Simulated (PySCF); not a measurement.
CH₃Li, charge -1, doublet, at a GFN2-xTB geometry (such geometries of metal compounds can be far from the true shape) (a state made from the parent by changing its charge; the spin is typed, not shown lowest) (in this run its highest filled SCF level lies above zero, so its values depend strongly on the basis, on diffuse functions most of all). Base run: DF-M062X/STO-3G run with PySCF.

Input for PySCF:
```python
from pyscf import gto, scf, dft

mol = gto.Mole()
mol.atom = '''
    Li   -1.20662055   -0.71723209   -1.05828569
    C     0.29200003    0.17356889    0.25610326
    H     0.88001435   -0.55142896    0.87715171
    H    -0.10349501    0.89346180    1.01926889
    H     1.09134210    0.76825007   -0.25818308
'''
mol.basis = 'sto-3g'
mol.charge = -1
mol.spin = 1
mol.verbose = 5
mol.build()

mf = dft.UKS(mol)
mf.xc = 'm062x'
mf = mf.density_fit(auxbasis='def2-universal-jkfit')
mf.kernel()
```

Variants of this job, named by their change:

```json
[
 {"change": "base", "basis functions": "13", "E (Eh)": "-46.70693", "HOMO (eV)": "3.52", "core-seconds (rough)": "3", "outcome": "converged"},
 {"change": "basis = pcseg-0", "basis functions": "21", "E (Eh)": "-47.24678", "HOMO (eV)": "1.35", "core-seconds (rough)": "4", "outcome": "converged"},
 {"change": "basis = pc-1", "basis functions": "38", "E (Eh)": "-", "HOMO (eV)": "-", "core-seconds (rough)": "-", "outcome": "not converged"},
 {"change": "basis = 6-31+G*", "basis functions": "42", "E (Eh)": "-47.37236", "HOMO (eV)": "0.30", "core-seconds (rough)": "7", "outcome": "converged"},
 {"change": "basis = 6-31G**", "basis functions": "43", "E (Eh)": "-", "HOMO (eV)": "-", "core-seconds (rough)": "-", "outcome": "not converged"},
 {"change": "basis = 6-311G**", "basis functions": "54", "E (Eh)": "-47.37894", "HOMO (eV)": "0.81", "core-seconds (rough)": "20", "outcome": "converged"},
 {"change": "basis = 6-311++G**", "basis functions": "65", "E (Eh)": "-47.38779", "HOMO (eV)": "0.30", "core-seconds (rough)": "7", "outcome": "converged"},
 {"change": "basis = aug-cc-pVDZ", "basis functions": "73", "E (Eh)": "-47.37887", "HOMO (eV)": "0.32", "core-seconds (rough)": "10", "outcome": "converged"},
 {"change": "basis = def2-TZVPD", "basis functions": "81", "E (Eh)": "-47.38551", "HOMO (eV)": "0.79", "core-seconds (rough)": "10", "outcome": "converged"},
 {"change": "basis = def2-TZVPP", "basis functions": "92", "E (Eh)": "-", "HOMO (eV)": "-", "core-seconds (rough)": "-", "outcome": "not converged"},
 {"change": "basis = aug-cc-pVTZ", "basis functions": "161", "E (Eh)": "-47.39418", "HOMO (eV)": "0.30", "core-seconds (rough)": "20", "outcome": "converged"},
 {"change": "basis = def2-QZVP", "basis functions": "182", "E (Eh)": "-", "HOMO (eV)": "-", "core-seconds (rough)": "-", "outcome": "not converged"},
 {"change": "basis = def2-QZVPP", "basis functions": "182", "E (Eh)": "-", "HOMO (eV)": "-", "core-seconds (rough)": "-", "outcome": "not converged"}
]
```

Totals compare only among sets that treat the same electrons; sets with core potentials leave the core out.

Open shells are given as the SCF converged; they aren't shown to be the lowest states, and a large step between rows can be another state.
